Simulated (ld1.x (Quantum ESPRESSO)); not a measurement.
Which change was made? (Ti, TM)

* Element: titanium
* Generator: ld1.x (Quantum ESPRESSO) 7.5
* Type: norm-conserving Troullier–Martins (Kleinman–Bylander form)
* Functional: BP86
* Relativity: non-relativistic
* Frozen core: [Ar]
* Valence charge: 4
* Reference configuration: 3d2 4s1.5 4p0 (charge +0.5)
* Partial waves: 4s (bound): rc 2.65 bohr; 4p (bound, empty): rc 3.40 bohr; 3d (bound): rc 2.55 bohr
* Local potential: the d channel
* Core correction: a·sin(br)/r model core inside 2.30 bohr

Cutoffs, loose and tight: the cutoffs (Ry, on a coarse ladder) from which the occupation-weighted sum of valence levels, in a spherical-Bessel basis at the reference potential, stays within 10 and 1 mRy of its value at 400 Ry. They do not see the model core or the augmentation charge, which bear on the density cutoff. Test errors are all-electron minus pseudo excitation energies from the reference, over the configurations 3d2 4s2 4p0; 3d2 4s1 4p0; 3d2 4s0 4p0; 3d1 4s2 4p0; 3d2.5 4s1.5 4p0; 3d3 4s1 4p0; 3d3 4s0 4p0; variants that change the core or the reference have their own tests. The largest error is taken over the tests solved by every variant that gives reliable tests at all, those not shown here included: 3d1 4s2 4p0; 3d2 4s0 4p0; 3d2 4s1 4p0; 3d2.5 4s1.5 4p0; 3d3 4s0 4p0; 3d3 4s1 4p0.

The base gives: outcome: generated; cutoff, loose: 35 Ry; cutoff, tight: 45 Ry; bound ghosts: s, p; largest test error (meV): +94.

(1) After one change the result is: outcome: generated; cutoff, loose: 35 Ry; cutoff, tight: 45 Ry; bound ghosts: s, p3/2, p1/2; largest test error (meV): +95. Which change was it?
A. fully relativistic
B. core correction a·sin(br)/r model core inside 2.40 bohr
C. type PAW; waves now 4s (bound): rcut 2.30, rcutus 2.65 bohr; 4s channel at -0.15 Ry: rcut 2.30, rcutus 2.65 bohr; 4p (bound): rcut 2.95, rcutus 3.40 bohr; 4p channel at 4.2 Ry: rcut 2.95, rcutus 3.40 bohr; 3d (bound): rcut 2.20, rcutus 2.55 bohr; 3d channel at 2.1 Ry: rcut 2.20, rcutus 2.55 bohr; local potential all-electron potential smoothed inside 2.80 bohr (lloc = -2); augmentation PSQ, inside the norm-conserving radii
D. wave 3d (bound): rc 2.55 bohr becomes 3d (bound): rc 2.48 bohr

Results:

(1) A. The others give: type PAW; waves now 4s (bound): rcut 2.30, rcutus 2.65 bohr; 4s channel at -0.15 Ry: rcut 2.30, rcutus 2.65 bohr; 4p (bound): rcut 2.95, rcutus 3.40 bohr; 4p channel at 4.2 Ry: rcut 2.95, rcutus 3.40 bohr; 3d (bound): rcut 2.20, rcutus 2.55 bohr; 3d channel at 2.1 Ry: rcut 2.20, rcutus 2.55 bohr; local potential all-electron potential smoothed inside 2.80 bohr (lloc = -2); augmentation PSQ, inside the norm-conserving radii → outcome: generated; cutoff, loose: 15 Ry; cutoff, tight: 18 Ry; bound ghosts: none; largest test error (meV): -307 | core correction a·sin(br)/r model core inside 2.40 bohr → outcome: generated; cutoff, loose: 35 Ry; cutoff, tight: 45 Ry; bound ghosts: s, p; largest test error (meV): +118 | wave 3d (bound): rc 2.55 bohr becomes 3d (bound): rc 2.48 bohr → outcome: generated; cutoff, loose: 40 Ry; cutoff, tight: 45 Ry; bound ghosts: s, p; largest test error (meV): +73.
